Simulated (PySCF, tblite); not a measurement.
Isomers of C5H9F3O2Si, one GFN2-xTB conformer each. Single-point energies are computed at PBE0/pcSseg-1 (PySCF, gas phase, no added dispersion term), electronic only.

Task: Rank them by PBE0/pcSseg-1 energy, lowest first (kJ/mol).
A. `[CH3:1][C@@H:2]1[CH2:3][O:4][SiH2:5][O:6][C@@H:7]1[C:8]([F:9])([F:10])[F:11]` with C1–C2–C3–O4 179°, C2–C3–O4–Si5 33°, C3–O4–Si5–O6 -16°, O4–Si5–O6–C7 22°
B. `[OH:1][Si@@H:2]1[CH2:3][C@@H:4]([CH2:5][C:6]([F:7])([F:8])[F:9])[CH2:10][O:11]1` with H–O1–Si2–C3 75°, C3–C4–C5–C6 -174°, O1–Si2–C3–C4 -107°, Si2–C3–C4–C5 -153°, C3–C4–C10–O11 40°, C4–C10–O11–Si2 -33°
C. `[CH3:1][CH2:2][C@@H:3]1[O:4][SiH2:5][O:6][C@H:7]1[C:8]([F:9])([F:10])[F:11]` with C1–C2–C3–O4 -164°, C2–C3–O4–Si5 -110°, C3–O4–Si5–O6 -2°, O4–Si5–O6–C7 -10°, Si5–O6–C7–C8 -103°
D. `[CH3:1][CH2:2][C@@H:3]1[O:4][SiH2:5][O:6][C@@H:7]1[C:8]([F:9])([F:10])[F:11]` with C1–C2–C3–O4 -66°, C2–C3–O4–Si5 -146°, C3–O4–Si5–O6 5°, O4–Si5–O6–C7 13°, Si5–O6–C7–C8 98°
E. `[F:1][C:2]([F:3])([F:4])[O:5][C@H:6]1[CH2:7][O:8][CH2:9][CH2:10][SiH2:11]1` with C2–O5–C6–C7 148°, O5–C6–C7–O8 175°, C6–C7–O8–C9 -74°, C7–O8–C9–C10 74°, O8–C9–C10–Si11 -55°
F. `[CH3:1][C@@H:2]1[CH2:3][O:4][SiH2:5][O:6][C@H:7]1[C:8]([F:9])([F:10])[F:11]` with C1–C2–C3–O4 -67°, C2–C3–O4–Si5 -39°, C3–O4–Si5–O6 19°, O4–Si5–O6–C7 -19°
G. `[F:1][C:2]([F:3])([F:4])[O:5][C@H:6]1[CH2:7][SiH2:8][CH2:9][CH2:10][O:11]1` with C2–O5–C6–C7 174°, O5–C6–C7–Si8 148°, C6–C7–Si8–C9 -52°, C7–Si8–C9–C10 20°, Si8–C9–C10–O11 38°
H. `[CH3:1][Si:2]([CH3:3])([CH3:4])[O:5][C:6](=[O:7])[C:8]([F:9])([F:10])[F:11]` with Si2–O5–C6–O7 0° (CF3COOSiMe3)
I. `[CH3:1][C@@H:2]([CH2:3][C:4]([F:5])=[C:6]([F:7])[F:8])[O:9][SiH2:10][OH:11]` with C1–C2–C3–C4 -178°, C2–C3–C4–F5 84°, C1–C2–O9–Si10 108°, C2–O9–Si10–O11 176°, O9–Si10–O11–H -28°
J. `[OH:1][Si@@H:2]1[CH2:3][C@H:4]([CH2:5][C:6]([F:7])([F:8])[F:9])[CH2:10][O:11]1` with H–O1–Si2–C3 72°, C3–C4–C5–C6 177°, O1–Si2–C3–C4 -146°, Si2–C3–C4–C5 160°, C3–C4–C10–O11 -31°, C4–C10–O11–Si2 8°

Result: B (0.0), J (4.0), H (20.8), F (77.7), A (83.1), C (83.5), D (91.0), I (206.6), G (234.5), E (279.3).

As drawn, the lowest has an O–H bond and an Si–O bond, which the highest lacks. Neighbours under 10 kJ/mol apart (O[Si@@H]1C[C@@H](CC(F)(F)F)CO1 and O[Si@@H]1C[C@H](CC(F)(F)F)CO1; C[C@@H]1CO[SiH2]O[C@H]1C(F)(F)F and C[C@@H]1CO[SiH2]O[C@@H]1C(F)(F)F; C[C@@H]1CO[SiH2]O[C@@H]1C(F)(F)F and CC[C@@H]1O[SiH2]O[C@H]1C(F)(F)F; CC[C@@H]1O[SiH2]O[C@H]1C(F)(F)F and CC[C@@H]1O[SiH2]O[C@@H]1C(F)(F)F) can change places with a better method, another conformer or zero-point energy. O[Si@@H]1C[C@@H](CC(F)(F)F)CO1 and O[Si@@H]1C[C@H](CC(F)(F)F)CO1 are stereoisomers, 4.0 kJ/mol apart in the conformers taken. C[C@@H]1CO[SiH2]O[C@H]1C(F)(F)F and C[C@@H]1CO[SiH2]O[C@@H]1C(F)(F)F are stereoisomers, 5.4 kJ/mol apart in the conformers taken. CC[C@@H]1O[SiH2]O[C@H]1C(F)(F)F and CC[C@@H]1O[SiH2]O[C@@H]1C(F)(F)F are stereoisomers, 7.5 kJ/mol apart in the conformers taken. GFN2-xTB itself gives, in the same order: 24.8, 25.7, 233.0, 0.3, 4.6, 0.0, 9.8, 114.0, 259.0, 286.9. GFN2-xTB puts CC[C@@H]1O[SiH2]O[C@H]1C(F)(F)F lowest instead; measured from each level's own lowest isomer, the values differ by up to 212.2 kJ/mol (C[Si](C)(C)OC(=O)C(F)(F)F: 233.0 against 20.8).

Task: Which frontier levels, dipoles and rotational constants go with these structures?

Result: 
| SMILES | HOMO (eV, PBE0/pcSseg-1) | LUMO (eV) | dipole (D) | A, B, C (MHz) |
| --- | --- | --- | --- | --- |
| O[Si@@H]1C[C@@H](CC(F)(F)F)CO1 | -8.24 | 1.01 | 1.71 | 2569, 423.2, 407.9 |
| O[Si@@H]1C[C@H](CC(F)(F)F)CO1 | -8.00 | 1.00 | 2.42 | 2741, 417.9, 399.6 |
| C[Si](C)(C)OC(=O)C(F)(F)F | -8.72 | -0.72 | 4.02 | 1631, 539.1, 511.2 |
| C[C@@H]1CO[SiH2]O[C@H]1C(F)(F)F | -8.11 | 0.76 | 2.16 | 1437, 849.0, 724.6 |
| C[C@@H]1CO[SiH2]O[C@@H]1C(F)(F)F | -8.10 | 0.84 | 2.34 | 1338, 946.1, 707.7 |
| CC[C@@H]1O[SiH2]O[C@H]1C(F)(F)F | -8.33 | 0.28 | 2.24 | 1125, 951.0, 625.6 |
| CC[C@@H]1O[SiH2]O[C@@H]1C(F)(F)F | -8.36 | 0.26 | 1.95 | 1186, 975.3, 633.6 |
| C[C@@H](CC(F)=C(F)F)O[SiH2]O | -7.27 | 0.47 | 2.60 | 1043, 731.1, 531.2 |
| FC(F)(F)O[C@H]1C[SiH2]CCO1 | -8.51 | 0.67 | 3.59 | 2234, 541.0, 493.7 |
| FC(F)(F)O[C@H]1COCC[SiH2]1 | -7.82 | 0.59 | 3.15 | 2008, 546.9, 478.7 |

Task: What happens when harmonic zero-point energies from GFN2-xTB frequencies are added?

Result: 
```tsv
SMILES	ZPE (kJ/mol)	electronic (kJ/mol)	with ZPE (kJ/mol)
O[Si@@H]1C[C@@H](CC(F)(F)F)CO1	370.4	0.0	0.0
O[Si@@H]1C[C@H](CC(F)(F)F)CO1	370.2	4.0	3.9
C[Si](C)(C)OC(=O)C(F)(F)F	359.9	20.8	10.3
C[C@@H]1CO[SiH2]O[C@H]1C(F)(F)F	367.9	77.7	75.2
C[C@@H]1CO[SiH2]O[C@@H]1C(F)(F)F	368.1	83.1	80.8
CC[C@@H]1O[SiH2]O[C@H]1C(F)(F)F	367.0	83.5	80.2
CC[C@@H]1O[SiH2]O[C@@H]1C(F)(F)F	367.9	91.0	88.5
C[C@@H](CC(F)=C(F)F)O[SiH2]O	355.9	206.6	192.1
FC(F)(F)O[C@H]1C[SiH2]CCO1	363.0	234.5	227.1
FC(F)(F)O[C@H]1COCC[SiH2]1	362.5	279.3	271.5
```

The zero-point energies span 14.5 kJ/mol. The lowest isomer stays, but the order above it changes.

Task: As an exercise, what shares would exp(−E/RT) give at 1000 K from these electronic energies alone (no entropy, no degeneracies)?

Result: RT = 8.314 kJ/mol: O[Si@@H]1C[C@@H](CC(F)(F)F)CO1 58.9 %, O[Si@@H]1C[C@H](CC(F)(F)F)CO1 36.2 %, C[Si](C)(C)OC(=O)C(F)(F)F 4.9 %, C[C@@H]1CO[SiH2]O[C@H]1C(F)(F)F under 0.1 %, C[C@@H]1CO[SiH2]O[C@@H]1C(F)(F)F under 0.1 %, CC[C@@H]1O[SiH2]O[C@H]1C(F)(F)F under 0.1 %, CC[C@@H]1O[SiH2]O[C@@H]1C(F)(F)F under 0.1 %, C[C@@H](CC(F)=C(F)F)O[SiH2]O under 0.1 %, FC(F)(F)O[C@H]1C[SiH2]CCO1 under 0.1 %, FC(F)(F)O[C@H]1COCC[SiH2]1 under 0.1 %.
